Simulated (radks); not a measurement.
Effect of the nuclear size on neutral scandium, [Ar] 3d1 4s2. All-electron calculation, Dirac Kohn-Sham, relativistic LDA (MacDonald-Vosko exchange, VWN5 correlation), spin-unpolarised, spherical densities, finite nucleus; open shells are shared between the two j in proportion to 2j + 1; Fermi nuclear charge, rms radius 3.5459 fm. Program: a radial shooting solver on a logarithmic mesh with Libxc functionals. The rms radius is varied about that value; shifts are against it.

rms radius (fm)  total energy shift (eV)  density at nucleus (e/bohr^3)  1s1/2 shift (meV)  2s1/2 shift (meV)
3.1523                          -0.00807                           7214              -3.40             -0.275
3.2764                          -0.00562                           7206              -2.37             -0.192
3.5459                                 0                           7190              0.000              0.000
3.8969                           0.00797                           7171               3.36              0.272
3.9253                           0.00865                           7169               3.64              0.295

Slopes of the eigenvalues against <r^2> in GHz/fm^2, as finite differences over the two radii next to the reference (eigenvalue slopes, not the field-shift constants of lines): 1s1/2 311, 2s1/2 25.2.
